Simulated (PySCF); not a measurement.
C₄H₄F₃O₂ (doublet state).
SMILES with atom numbers: `[O:1]=[CH:2][O:3][CH:4][CH2:5][C:6]([F:7])([F:8])[F:9]` (hydrogens: H10 on C2; H11 on C4; H12, H13 on C5)

Structure used (GFN2-xTB), in Å, numbered top down from 1:
```
atom  x, y, z in Å
O1    -2.6683   -1.5347    0.7993
C2    -2.4664   -0.9022   -0.1988
O3    -1.4308   -0.0698   -0.3990
C4    -0.5165    0.1130    0.5691
C5     0.6534    0.9575    0.2497
C6     1.8831    0.1102   -0.1094
F7     2.9387    0.8810   -0.4063
F8     1.6651   -0.6746   -1.1690
F9     2.2574   -0.6864    0.8977
H10   -3.0943   -0.9001   -1.0989
H11   -0.6046   -0.4572    1.4795
H12    0.4373    1.5886   -0.6149
H13    0.9414    1.5754    1.1045
```

The hyperfine couplings belong to this conformer and change with its torsions.

The calculation used UKS B3LYP, pcH-1 on C F H O, non-relativistic, mean-field spin-orbit, GIAO in PySCF 2.14.0. Geometry: GFN2-xTB, one conformer, isolated molecule. The geometry wasn't refined by DFT: couplings that depend on bond lengths, twists or pyramidal angles can differ widely from those at the functional's own minimum. No stability test was run, so a lower SCF solution isn't excluded.

**Question.** The isotropic 17O couplings are -6.8, -3.7 MHz. Assign them to O1; O3.

**Answer.** 
```json
{"site": "O1", "a_iso (MHz)": "-3.7", "ρ(0) (bohr⁻³)": "+0.0061", "position": "3 bonds from C4", "distance from C4 (Å)": "2.72", "spin population": "+0.06", "largest |T| (MHz)": "18.9"}
{"site": "O3", "a_iso (MHz)": "-6.8", "ρ(0) (bohr⁻³)": "+0.0112", "position": "1 bond from C4", "distance from C4 (Å)": "1.34", "spin population": "+0.02", "largest |T| (MHz)": "27.9"}
```

**Question.** The isotropic 13C couplings are +98.1, +91.5, -30.7, +3.9 MHz. Assign them to C2; C4; C5; C6.

**Answer.** 
```tsv
site	a_iso (MHz)	ρ(0) (bohr⁻³)	position	distance from C4 (Å)	spin population	largest |T| (MHz)
C2	+3.9	+0.0034	2 bonds from C4	2.33	+0.04	7.6
C4	+98.1	+0.0873	largest spin population	0.00	+0.92	158.3
C5	-30.7	-0.0273	1 bond from C4	1.48	-0.08	2.1
C6	+91.5	+0.0814	2 bonds from C4	2.49	+0.04	11.4
```

**Question.** Match the computed a_iso(1H) values -65.0, +35.1, -8.1 MHz (means over equivalent nuclei) with the sites H10; H11; H12/H13.

**Answer.** 
| site | a_iso (MHz) | ρ(0) (bohr⁻³) | position | distance from C4 (Å) | bound to | spin population there | largest \|T\| (MHz) |
| --- | --- | --- | --- | --- | --- | --- | --- |
| H10 | -8.1 | -0.0018 | γ, 3 bonds from C4 | 3.23 | C2 | +0.04 | 6.8 |
| H11 | -65.0 | -0.0145 | α, 1 bond from C4 | 1.08 | C4 | +0.92 | 36.7 |
| H12/H13 | +35.1 | +0.0079 | β, 2 bonds from C4 | 2.13 | C5 | -0.08 | 8.9 |

ρ(0) is the spin density at the nucleus and T the dipolar tensor; entries for several nuclei are means. Largest spin populations (Mulliken): C4 (+0.92) and C5 (-0.08). C4 is the only atom above +0.15. The positive populations add up to 1.12 and the negative ones to -0.12, together 2S = 1. The angles at C4 add up to 359.5°, so it is planar; its axial dipolar tensor and the negative coupling of its proton fit spin in a p orbital normal to that plane.

The spin density at the nucleus, in bohr⁻³, is negative for C5 (-0.0273), H11 (-0.0145) and H10 (-0.0018), for instance. A restricted open-shell determinant has no negative spin density anywhere; here it arises because α and β orbitals differ (spin polarisation).

Class means assume fast exchange of nuclei equivalent by connectivity; if that motion is slow, each nucleus keeps its own coupling. The three 19F nuclei of mean +5.0 MHz run from -0.5 to 13.6 MHz in the frozen geometry. The 1H value of +35.1 MHz is a mean of couplings from 14.8 to 55.5 MHz in this one geometry, not an average over conformers.

Time: 82 s of wall time (with the writing of density and orbital grids); peak memory 1.1 GiB. Hardware: one thread, Arm Neoverse V1 (aarch64), shared host.
